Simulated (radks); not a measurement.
Results of a calculation; reference values are marked as such.
The selenium anion Se2-, [Kr], held by a Watson sphere: a shell of charge +2 at radius R that stands for the Madelung well of a crystal (potential energy -2/R inside, -2/r outside, in hartree with lengths in bohr). Level of theory: scalar-relativistic Kohn-Sham, PBEsol, spin-polarised, spherical densities, finite nucleus; Fermi nuclear charge, rms radius of each element as measured or else 0.836 A^(1/3) + 0.57 fm (a radial shooting solver on a logarithmic mesh with Libxc functionals). Response by self-consistent Sternheimer equations with the Hartree and adiabatic LDA kernel, the relativistic mass of each level held fixed and spin-orbit coupling left out. The sphere does not respond.

R (bohr)  e(3d) (eV)  e(4s) (eV)  e(4p) (eV)  <r> 4p (bohr)  sum of <r^2> (bohr^2)  X-ray form factor at sin(theta)/lambda = 0.1 1/angstrom  alpha (bohr^3)
2.12         -51.779     -18.584      -8.044          2.257                  51.78                                                   32.773           28.44
2.2          -51.598     -18.343      -7.910          2.279                  52.57                                                   32.736           29.64
2.99         -50.519     -16.317      -6.482          2.482                  60.36                                                   32.407           45.64
3.59         -49.903     -15.168      -5.455          2.613                  65.90                                                   32.215           63.30
3.97         -49.530     -14.574      -4.874          2.686                  69.24                                                   32.117           77.36
4.13         -49.378     -14.350      -4.646          2.715                  70.61                                                   32.081           84.04
4.16         -49.350     -14.310      -4.604          2.720                  70.87                                                   32.074           85.34
4.59         -48.961     -13.776      -4.048          2.791                  74.48                                                   31.991           106.1
